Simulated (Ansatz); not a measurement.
An input meant for Pb3⁻ (charge -1, doublet).

```yaml
crystal:
  periodic: [false, false, false]
  atoms:
    - {symbol: Pb, position_ang: [-0.822817, 1.157505, 1.042621]}
    - {symbol: Pb, position_ang: [1.167731, 0.568665, -1.003585]}
    - {symbol: Pb, position_ang: [-0.344914, -1.726160, -0.039036]}
basis:
  gaussian: {orbitals: def2-TZVPD}
total_charge: -1
magnetization: {spin_polarized: true, initial_magnetization: 1}
hamiltonian: {xc: {name: PBE0}, dispersion: d4}
smearing: {width: 0.1}
output: {forces: true}
```

```sh
$ ansatz run in.yaml --threads 4 --pin off --events-out ev --progress --plain --max-ram 3916MiB
```

(1) Predict how Ansatz answers.

Results:

(1) The program refused the input. The input holds a key that doesn't belong there.
```
Error: YAML parse error: error: line 12 column 1: unknown field `smearing`, expected one of crystal, accuracy, basis, kpoints, hamiltonian, magnetization, projection, total_charge, correlation, batch, efield, external_charges, scf, relax, neb, saddle, md, ramp, phonons, dielectric, real_time, elastic, magnetic_configurations, gw, evaluate, workflow, output, checkpoint, execution
10 | magnetization: {spin_polarized: true, initial_magnetization: 1}
11 | hamiltonian: {xc: {name: PBE0}, dispersion: d4}
12 | smearing: {width: 0.1}
13 | output: {forces: true}
```
